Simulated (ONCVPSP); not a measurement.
What the settings do to the ONCV potential of Bi (Z = 83)

Base potential:

* Element: bismuth (Bi)
* Generator: ONCVPSP 4.0.1
* Type: optimised norm-conserving Vanderbilt (ONCV)
* Functional: revPBE
* Relativity: scalar-relativistic
* Frozen core: [Xe] 4f14
* Valence charge: 15
* Reference configuration: 5d10 6s2 6p3
* Partial waves: 6s: rc 1.90 bohr, ncon 4, nbas 8, qcut 2.7 1/bohr, 2 projectors, debl 1.5 Ha; 6p: rc 2.25 bohr, ncon 4, nbas 7, qcut 3.3 1/bohr, 2 projectors, debl 3.1 Ha; 5d: rc 1.10 bohr, ncon 3, nbas 7, qcut 8.2 1/bohr, 3 projectors, debl 2.4 Ha
* Local potential: polynomial inside 0.70 bohr (lpopt 2, dvloc0 0 Ha)
* Core correction: Teter function, fcfact 2.75, rcfact 1.6

Cutoffs, loose and tight: the cutoffs (Ha) at which the residual kinetic energy of the hardest occupied pseudo-wave falls to 1 and 0.1 mHa per electron. They do not see the model core or the augmentation charge, which bear on the density cutoff. Test errors are all-electron minus pseudo excitation energies from the reference, over the configurations 5d10 6s2 6p2; 5d10 6s2 6p1; 5d10 6s2 6p0; 5d9 6s2 6p3. A dash means not determined; rows that change the core or the reference have their own tests.

A true bound ghost makes a file unfit for plane-wave use even where its test errors are small: the radial tests pick states by their node count and pass the ghost by.

```tsv
change	outcome	cutoff, loose	cutoff, tight	bound ghosts	GHOST(+) flags above zero	largest test error (meV)
base	generated	38 Ha	71 Ha	s, p	s, d	-149
core correction none	generated	38 Ha	71 Ha	s, p	s, d	-115
functional PBE	generated	38 Ha	70 Ha	s, p	s, d	-147
p: ncon 3, nbas 6	generated	38 Ha	71 Ha	s, p	s, d	-141
core correction Teter function, fcfact 2.75, rcfact 1.58	generated	38 Ha	71 Ha	s, p	s, d	-148
p: qcut 3.6	generated	38 Ha	71 Ha	s, p	s, p, d	-154
local potential polynomial inside 0.70 bohr (lpopt 2, dvloc0 -2 Ha)	generated	38 Ha	71 Ha	s, p	s, d	-149
s: debl 4.25	generated	38 Ha	71 Ha	s, p	s, d	-151
```

(1) What comes out with this change to the base: d: rc 0.84?

(2) What comes out with this change to the base: s: rc 2.12?

## Answers

(1) outcome: generated; bound ghosts: s, p, d; GHOST(+) flags above zero: s, d; largest test error (meV): -161.

(2) outcome: generated; cutoff, loose: 32 Ha; cutoff, tight: 71 Ha; bound ghosts: s, p; GHOST(+) flags above zero: s, d; largest test error (meV): -134.
